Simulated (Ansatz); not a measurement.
Two isomers of C3H6OSi: A = `C=C1OC[SiH2]1`, B = `C#COC[SiH3]`.

Program: Ansatz. Geometries: PBE0-D4/def2-TZVP. ΔE: electronic, gas phase. CCSD(T)/CBS is the MP2 limit (def2-TZVPP, def2-QZVPP) plus CCSD(T) − MP2 in def2-TZVPP, frozen cores. DFT in def2-TZVPP. B3LYP here is the variant with VWN-RPA as its local correlation; programs differ in this. One conformer a species, not always the lowest.

(1) Which is lower in electronic energy at CCSD(T)/CBS, and by how much? (An estimate is asked.)

(2) Give E(B) − E(A) in kJ/mol with B2PLYP, CCSD/def2-TZVPP, PBE-D4, CCSD(T)/def2-TZVPP, B3LYP-D4, B3LYP, PBE0-D4. (Best estimate.)

(3) Does the order hold for the free energy at 298.15 K (harmonic terms from PBE0-D4)? (Estimate.)

Largest T1 diagnostic: 0.014.

Answers

(1) The calculation gave: A, by 127.9 kJ/mol.

(2) The calculation gave: B2PLYP 121.0, CCSD/def2-TZVPP 123.1, PBE-D4 142.6, CCSD(T)/def2-TZVPP 126.0, B3LYP-D4 124.1, B3LYP 121.9, PBE0-D4 143.7. None reverses the order clearly.

(3) The calculation gave: Yes: G(B) − G(A) = +108.6 kJ/mol, for one conformer each. Modes under 60 cm⁻¹, often nearly free rotors, make the harmonic entropy too high.

At CCSD(T), def2-SVP lies −13.1 kJ/mol from the extrapolated value and def2-TZVPP −1.9 kJ/mol. From BLYP to BHLYP (50 % exact exchange), in def2-TZVPP and without D4, E(B) − E(A) moves by +4.4 kJ/mol.
